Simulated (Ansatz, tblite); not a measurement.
Removing an electron: [Se4]2- (Se4²⁻). The state is a singlet with charge -2. Geometry: PBE0-D4/def2-SVPD. Ansatz, gas phase; energy differences of separate SCF runs; the oxidised species was run as a doublet alone.

Cartesian coordinates in Å:
```
Se 1.7763 1.5608 -1.5122
Se 1.0842 -0.5379 -0.6804
Se -0.2676 -0.4398 1.2872
Se -2.5929 -0.5831 0.9054
```

The xTB rows come from tblite. A multiply charged anion in the gas phase is held together partly by the finite basis. Removing one electron lowers the energy by 1.19 eV at PBE0-D4/def2-TZVPD, so it isn't bound.

```csv
level,−HOMO (eV),vertical IE (eV),−LUMO (eV),HOMO–LUMO gap (eV),remarks
GFN1-xTB,-2.33,0.36,-4.32,2.00,–
GFN2-xTB,2.26,4.22,0.43,1.82,–
PBE-D4/def2-TZVPD,-3.48,-1.47,-4.70,1.22,HOMO above zero (-2 singlet)
r2SCAN-D4/def2-TZVPD,-3.37,-1.38,-4.91,1.54,HOMO above zero (-2 singlet)
PBE0-D4/def2-TZVPD,-2.60,-1.19,-5.22,2.62,HOMO above zero (-2 singlet)
```

Relaxing the oxidised species (PBE0-D4/def2-SVPD) changes its energy by -0.41 eV at PBE0-D4/def2-TZVPD, so the adiabatic ionisation energy to this nearest minimum is -1.60 eV. At PBE-D4/def2-TZVPD it is -1.72 eV.    A HOMO above zero means that the electron is unbound at that level or that self-interaction error raises the level; the energy of removing that electron tells which. Raw xTB energy differences between charge states are shifted by several eV; the methods need an empirical correction for them.
